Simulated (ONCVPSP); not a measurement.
## Which change was made? (S, ONCV)

```json
{
 "Element": "S",
 "Generator": "ONCVPSP 4.0.1",
 "Type": "optimised norm-conserving Vanderbilt (ONCV)",
 "Functional": "PBE",
 "Relativity": "scalar-relativistic",
 "Frozen core": "[Ne]",
 "Valence charge": "6",
 "Reference configuration": "3s2 3p4",
 "Partial waves": "3s: rc 1.45 bohr, ncon 4, nbas 9, qcut 5.6 1/bohr, 1 projector; 3p: rc 1.25 bohr, ncon 5, nbas 9, qcut 7.7 1/bohr, 2 projectors, debl 0.9 Ha; d scattering state at 0.47 Ha: rc 1.30 bohr, ncon 5, nbas 8, qcut 6.8 1/bohr, 2 projectors, debl 3.6 Ha",
 "Local potential": "polynomial inside 1.20 bohr (lpopt 5, dvloc0 6 Ha)",
 "Core correction": "Teter function, fcfact 2.5, rcfact 1.1"
}
```

Cutoffs, loose and tight: the cutoffs (Ha) at which the residual kinetic energy of the hardest occupied pseudo-wave falls to 1 and 0.1 mHa per electron. They do not see the model core or the augmentation charge, which bear on the density cutoff. Test errors are all-electron minus pseudo excitation energies from the reference, over the configurations 3s2 3p3; 3s2 3p2; 3s2 3p1; 3s2 3p3.5; variants that change the core or the reference have their own tests.

The base gives: outcome: generated; cutoff, loose: 30 Ha; cutoff, tight: 147 Ha; bound ghosts: p; GHOST(+) flags above zero: none; largest test error (meV): +26.

Problem. After one change the result is: outcome: generated; cutoff, loose: 38 Ha; cutoff, tight: 48 Ha; bound ghosts: p; GHOST(+) flags above zero: none; largest test error (meV): +15. Which change was it?
A. s: qcut 7.1; p: qcut 9.8; d: qcut 8.7
B. core correction Teter function, fcfact 6.3, rcfact 1.1
C. s: qcut 3.2

Solution. A. The others give: core correction Teter function, fcfact 6.3, rcfact 1.1 → outcome: generated; cutoff, loose: 30 Ha; cutoff, tight: 147 Ha; bound ghosts: p; GHOST(+) flags above zero: none; largest test error (meV): +35 | s: qcut 3.2 → outcome: generated; cutoff, loose: 94 Ha; cutoff, tight: 147 Ha; bound ghosts: p; GHOST(+) flags above zero: none; largest test error (meV): +66.
